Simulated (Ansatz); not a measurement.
Relaxation of CH9AlN2Si (14 atoms, charge 0, multiplicity 1), to a largest force component of 0.015 eV/Å in at most 40 steps.

Method: RKS LDA/cc-pVDZ (Ansatz 0.2.0).

```xyz
14
Properties=species:S:1:pos:R:3
N -1.095 1.163 1.900
C -1.012 0.702 0.526
Si 0.011 -0.844 0.507
N 0.219 -1.504 -1.141
Al 1.344 -0.425 -2.168
H -1.808 2.031 1.862
H -0.191 1.597 2.190
H -0.502 1.493 -0.130
H -2.006 0.467 0.164
H 1.390 -0.542 1.062
H -0.594 -1.841 1.422
H 0.614 -2.446 -1.042
H 0.947 1.147 -2.415
H 2.670 -1.026 -2.709
```

Question: Where does it end, and by what steps?

Answer: The forces met the threshold. The force dipped under the threshold on the way, but the program's further checks kept it going. After 28 steps the energy has fallen by 0.651 eV; H14 moved furthest, 1.03 Å.

```json
{"step": "0", "energy less start (eV)": "0.0000", "largest force component (eV/Å)": "2.254", "accepted": "yes"}
{"step": "1", "energy less start (eV)": "-0.3509", "largest force component (eV/Å)": "1.013", "accepted": "yes"}
{"step": "2", "energy less start (eV)": "-0.4653", "largest force component (eV/Å)": "0.514", "accepted": "yes"}
{"step": "3", "energy less start (eV)": "-0.5278", "largest force component (eV/Å)": "0.383", "accepted": "yes"}
{"step": "4", "energy less start (eV)": "-0.5796", "largest force component (eV/Å)": "0.460", "accepted": "yes"}
{"step": "5", "energy less start (eV)": "-0.6203", "largest force component (eV/Å)": "0.193", "accepted": "yes"}
{"step": "6", "energy less start (eV)": "-0.6346", "largest force component (eV/Å)": "0.071", "accepted": "yes"}
{"step": "7", "energy less start (eV)": "-0.6395", "largest force component (eV/Å)": "0.159", "accepted": "yes"}
{"step": "8", "energy less start (eV)": "-0.6399", "largest force component (eV/Å)": "0.187", "accepted": "yes"}
{"step": "9", "energy less start (eV)": "-0.6417", "largest force component (eV/Å)": "0.082", "accepted": "yes"}
{"step": "10", "energy less start (eV)": "-0.6419", "largest force component (eV/Å)": "0.090", "accepted": "yes"}
{"step": "11", "energy less start (eV)": "-0.6417", "largest force component (eV/Å)": "0.088", "accepted": "no"}
{"step": "12", "energy less start (eV)": "-0.6433", "largest force component (eV/Å)": "0.018", "accepted": "yes"}
{"step": "13", "energy less start (eV)": "-0.6438", "largest force component (eV/Å)": "0.008", "accepted": "yes"}
{"step": "14", "energy less start (eV)": "-0.6446", "largest force component (eV/Å)": "0.097", "accepted": "yes"}
{"step": "15", "energy less start (eV)": "-0.6452", "largest force component (eV/Å)": "0.070", "accepted": "yes"}
{"step": "16", "energy less start (eV)": "-0.6466", "largest force component (eV/Å)": "0.068", "accepted": "yes"}
{"step": "17", "energy less start (eV)": "-0.6473", "largest force component (eV/Å)": "0.100", "accepted": "yes"}
{"step": "18", "energy less start (eV)": "-0.6481", "largest force component (eV/Å)": "0.083", "accepted": "yes"}
{"step": "19", "energy less start (eV)": "-0.6450", "largest force component (eV/Å)": "0.208", "accepted": "no"}
{"step": "20", "energy less start (eV)": "-0.6493", "largest force component (eV/Å)": "0.045", "accepted": "yes"}
{"step": "21", "energy less start (eV)": "-0.6503", "largest force component (eV/Å)": "0.033", "accepted": "yes"}
{"step": "22", "energy less start (eV)": "-0.6506", "largest force component (eV/Å)": "0.063", "accepted": "yes"}
{"step": "23", "energy less start (eV)": "-0.6508", "largest force component (eV/Å)": "0.043", "accepted": "yes"}
{"step": "24", "energy less start (eV)": "-0.6508", "largest force component (eV/Å)": "0.048", "accepted": "yes"}
{"step": "25", "energy less start (eV)": "-0.6511", "largest force component (eV/Å)": "0.012", "accepted": "yes"}
{"step": "26", "energy less start (eV)": "-0.6511", "largest force component (eV/Å)": "0.023", "accepted": "no"}
{"step": "27", "energy less start (eV)": "-0.6512", "largest force component (eV/Å)": "0.004", "accepted": "yes"}
{"step": "28", "energy less start (eV)": "-0.6512", "largest force component (eV/Å)": "0.010", "accepted": "yes"}
```

```xyz
14
Properties=species:S:1:pos:R:3
N -1.215 1.186 1.787
C -0.739 0.839 0.460
Si 0.049 -0.857 0.681
N 0.944 -1.335 -0.760
Al 1.105 -0.465 -2.326
H -1.793 2.039 1.773
H -0.417 1.386 2.407
H -0.049 1.565 -0.048
H -1.607 0.714 -0.229
H 0.979 -0.763 1.881
H -1.022 -1.872 1.019
H 1.416 -2.249 -0.683
H 0.350 0.942 -2.461
H 1.987 -1.159 -3.472
```

Time of the run: 37 s on 2 threads of AMD EPYC 9R14 (Zen 4) (shared host), peak memory 0.2 GiB.
